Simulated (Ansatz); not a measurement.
Input file for Ansatz (a program for electronic structure): R-B3LYP-D3(BJ)/def2-SVP on CH4 (SMILES C).

Ansatz 0.2 input:
```yaml
crystal:
  periodic: [false, false, false]
  atoms:
    - {symbol: C, position_ang: [0.00000000, 0.00000000, 0.00000000]}
    - {symbol: H, position_ang: [0.62910000, 0.62910000, 0.62910000]}
    - {symbol: H, position_ang: [-0.62910000, -0.62910000, 0.62910000]}
    - {symbol: H, position_ang: [0.62910000, -0.62910000, -0.62910000]}
    - {symbol: H, position_ang: [-0.62910000, 0.62910000, -0.62910000]}
basis:
  gaussian:
    orbitals: def2-SVP
hamiltonian:
  xc: b3lyp
  dispersion: d3bj
relax: {f_tol: 0.004, max_steps: 120}
scf: {lower_state_search: off}
```

It printed:

```
WARN ansatz: RAYON_NUM_THREADS=8 ignored (pool sized by the plan → 8); use --threads N
Functional definition: B3LYP
these checks for a lower state are left out or cut short: stability, starts, cluster_reference, orbital_swaps, neighbouring_geometries, increment
integrals: 0.00 GiB planned
381 factors; integrals over basis functions are off by at most 2.2e-4 eV
mean field: 0.08 GiB planned
mean field evaluation 1: about -1097.4678 eV, gradient 4.2e1 eV
mean field evaluation 2: about -1096.2052 eV, gradient 4.5e1 eV
mean field evaluation 4: about -1101.7240 eV, gradient 4.5e-2 eV
mean field evaluation 8: about -1101.7223 eV, gradient 3.0e-5 eV
mean field -1101.72229980 eV, -40.4875477435 hartree, gradient 2.2e-6 eV, S^2 0.000000; 0 other end points of the search recorded, 0 dependent functions left out
the calculation of the forces begins
reference -1101.72245515 eV, -40.4875534525 hartree; 5, 5 occupied and 29, 29 virtual orbitals, 381 factors
relax step   1: F+E_penalty+E_count = -1101.77436829 eV  Δ(F+E_penalty+E_count) = +0.000e0 eV  max|allowed force component| = 1.940e-1 eV/Å  Δτ_max = 0.0000 Å  (10 SCF iters, accepted)
these checks for a lower state are left out or cut short: stability, starts, cluster_reference, orbital_swaps, neighbouring_geometries, increment
integrals: 0.00 GiB planned
381 factors; integrals over basis functions are off by at most 2.3e-4 eV
mean field: 0.08 GiB planned
mean field evaluation 16: about -1101.7283 eV, gradient 9.0e-7 eV
mean field -1101.72832993 eV, -40.4877693465 hartree, gradient 7.0e-6 eV, S^2 0.000000; 0 other end points of the search recorded, 0 dependent functions left out
the calculation of the forces begins
reference -1101.72848534 eV, -40.4877750578 hartree; 5, 5 occupied and 29, 29 virtual orbitals, 381 factors
relax step   2: F+E_penalty+E_count = -1101.78038284 eV  Δ(F+E_penalty+E_count) = -6.015e-3 eV  max|allowed force component| = 4.909e-2 eV/Å  Δτ_max = 0.0072 Å  (12 SCF iters, accepted)
these checks for a lower state are left out or cut short: stability, starts, cluster_reference, orbital_swaps, neighbouring_geometries, increment
integrals: 0.00 GiB planned
381 factors; integrals over basis functions are off by at most 2.3e-4 eV
mean field: 0.08 GiB planned
mean field -1101.72875833 eV, -40.4877850900 hartree, gradient 1.8e-6 eV, S^2 0.000000; 0 other end points of the search recorded, 0 dependent functions left out
the calculation of the forces begins
reference -1101.72891376 eV, -40.4877908018 hartree; 5, 5 occupied and 29, 29 virtual orbitals, 381 factors
relax step   3: F+E_penalty+E_count = -1101.78080603 eV  Δ(F+E_penalty+E_count) = -4.232e-4 eV  max|allowed force component| = 7.505e-4 eV/Å  Δτ_max = 0.0025 Å  (10 SCF iters, accepted)
Total energy: -1101.78096146 eV, -40.4897035198 hartree
Atom 0 at     0.000000    -0.000000    -0.000000 Å, force     0.000000    -0.000000     0.000000 eV/Å
Atom 1 at     0.634658     0.634658     0.634658 Å, force     0.000750     0.000750     0.000750 eV/Å
Atom 2 at    -0.634658    -0.634658     0.634658 Å, force    -0.000750    -0.000750     0.000750 eV/Å
Atom 3 at     0.634658    -0.634658    -0.634658 Å, force     0.000750    -0.000750    -0.000750 eV/Å
Atom 4 at    -0.634658     0.634658    -0.634658 Å, force    -0.000750     0.000750    -0.000750 eV/Å
Dipole moment:    -0.000000     0.000000    -0.000000 e Å
Checks for a lower state left out: stability, starts, cluster_reference, orbital_swaps, neighbouring_geometries, increment
```

Self-consistency was reached.

Cost: roughly 3 core-seconds.
